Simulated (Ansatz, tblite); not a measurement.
Cost and result up the ladder for the cluster W6⁺ (6 atoms). Total charge 1; doublet. Geometry: PBE-D4/def2-SVP.

```xyz
6

W     1.4485    0.4717   -0.0171
W     0.5373   -1.6686    0.6002
W    -0.1677    1.4707   -1.5680
W     0.2255    0.1875    2.1363
W    -1.4163    0.4521    0.3335
W    -0.6273   -0.9135   -1.4849
```

Ansatz on 4 threads of Arm Neoverse V2 on a shared host; xTB runs through tblite on one thread. Times are rough, summed over both states, and most runs start from the orbitals of an earlier one. No level here is sound enough to serve as a yardstick. The other state is a quartet at its own geometry.

In the def2 sets W takes a core potential; there is no spin–orbit coupling. The xTB rows come from tblite. HSE06 is defined as in plane-wave codes, on full-range PBE exchange. The structure comes from a short search, and lower isomers may exist.

Run but left out: GFN2-xTB (tight binding far off the other levels); HF/def2-TZVP, r2SCAN-D4/def2-TZVP, MP2/def2-TZVP (doublet: ⟨S²⟩ 1.09 to 7.88, where a pure state has 0.75).

xTB has no spin-polarisation term.

```
                         level  functions  quartet − doublet (eV)                                                                           remarks
             PBE0-D4/def2-TZVP        240                    0.32  spin-contaminated (⟨S²⟩ 0.92) (doublet), spin-contaminated (⟨S²⟩ 3.93) (quartet)
PBE-D4/def2-TZVP (with forces)        240                    0.29                                                                                 –
                      GFN1-xTB         54                    0.41                                                                                 –
            HSE06-D4/def2-TZVP        240                    0.31  spin-contaminated (⟨S²⟩ 0.89) (doublet), spin-contaminated (⟨S²⟩ 3.91) (quartet)
```

Task: Estimate how long each takes.

Result: GFN1-xTB 0.013 s; PBE-D4/def2-TZVP (with forces) 45 s; HSE06-D4/def2-TZVP 3.6 min; PBE0-D4/def2-TZVP 4 min. On shared hardware such times vary by a factor of up to 3.
